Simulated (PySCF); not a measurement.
Z-matrix (Å, degrees):
```
In
H 1 1.7189
H 1 1.7189 2 119.99
H 1 1.7190 2 120.00 3 -179.99
```
Charge 0, multiplicity 1.

Question: What dipole moment, LUMO and total energy does CAM-B3LYP-D3(BJ)/def2-TZVP (PySCF 2.14.0) give?

Answer: 
| Property | Result |
|---|---|
| dipole moment | 0.00 D |
| LUMO | -1.12 eV |
| total energy | -5221.05 eV |
